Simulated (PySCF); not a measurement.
Compound: C2H9OSi4 (doublet state).
Z-matrix (Å and degrees, GFN2-xTB geometry), rows numbered from 1:
```
C 
C   1  1.3276
Si  2  1.8827  1  125.19
O   3  1.6454  2  109.88  1    -8.29
Si  3  2.3427  2  123.97  1   113.57
Si  5  2.3472  3   90.96  2   119.37
Si  6  2.3448  5   89.11  3     1.61
H   1  1.0796  2  121.50  3     1.47
H   1  1.0797  2  123.02  3  -178.32
H   2  1.0838  1  118.17  3   177.56
H   4  0.9528  3  121.55  2   -44.04
H   5  1.4830  3  120.88  2    -4.99
H   6  1.4727  5  113.10  3   120.10
H   6  1.4726  5  122.35  3  -117.37
H   7  1.4690  3  116.94  2   113.82
H   7  1.4691  3  115.23  2    -7.91
```

The hyperfine couplings belong to this conformer and change with its torsions.

The species is `C=C[Si@@]1(O)[SiH][SiH2][SiH2]1` [radical].

Method used: PySCF 2.14.0, UKS B3LYP, pcH-1 on C H O Si, non-relativistic, mean-field spin-orbit, GIAO. The structure is a single GFN2-xTB conformer in the gas phase; no vibrational or solvent corrections. A GFN2-xTB geometry isn't a minimum of the functional, and hyperfine couplings can be far from their values at a DFT geometry, by a factor of two or more for some ions and for spin on atoms past the first row. The SCF solution wasn't tested for stability.

Give the isotropic g value and a_iso(29Si) at Si5.

g_iso = 2.00475 and a = -320.22 MHz, or -11.412 mT (Mulliken spin population +0.90). 29Si makes up about 4.7 % of the natural element, so this concerns labelled samples or satellites.

For one electron spin and this one nucleus (I = 1/2, g_N = -1.1106), compare first-order, second-order and exact resonance fields at 9.338 GHz.

First order: B = B0 − a·mI with B0 = 332.799 mT. Second order subtracts a²[I(I+1) − mI²]/(2B0). The exact fields come from the Breit–Rabi levels of H = g μB B Sz − g_N μN B Iz + a S·I.

| mI | first order (mT) | second order (mT) | exact (mT) | exact − first order |
| --- | --- | --- | --- | --- |
| −1/2 | 327.093 | 326.995 | 326.993 | -0.100 |
| +1/2 | 338.505 | 338.407 | 338.409 | -0.096 |

What g and a would be read from the two outer exact lines by first-order rules?

Their midpoint, 332.701 mT, gives an apparent g of 2.00534 (true 2.00475), and their distance over 2I an apparent |a| of 11.416 mT (true 11.412).

What levels remain at zero field?

F = I ± 1/2 = 1 and 0, at a·I/2 = -80.1 MHz and −a(I+1)/2 = +240.2 MHz, that is |a|(I + 1/2) = 320.2 MHz apart; F = 1 lies lower.

Other couplings of abundant isotopes, left aside here: 1 × 1H 38 MHz, 1 × 1H 37 MHz, 1 × 1H 24 MHz, 1 × 1H 5 MHz, 1 × 1H 4 MHz.
